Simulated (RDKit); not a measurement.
Input file for RDKit: UFF on HF (SMILES F).

```python
from rdkit import Chem
from rdkit.Chem import AllChem, rdDetermineBonds

blocks = [
'''2

F    -0.35665686   -0.02499772    3.43294004
H     0.12072743    0.45350659    2.79338406
''',
]
mol = None
for b in blocks:
    f = Chem.MolFromXYZBlock(b)
    rdDetermineBonds.DetermineBonds(f, charge=0)
    mol = f if mol is None else Chem.CombineMols(mol, f)
Chem.SanitizeMol(mol)
print(Chem.MolToSmiles(Chem.RemoveHs(mol)))
ff = AllChem.UFFGetMoleculeForceField(mol, vdwThresh=100.0, ignoreInterfragInteractions=False)
e = ff.CalcEnergy()
print(f'UFF energy {e:.6f} kcal/mol')
```

The log:

```
F
UFF energy 1.295383 kcal/mol
```

The run finished.

Cost: about 0.020 core-seconds (a rough figure).
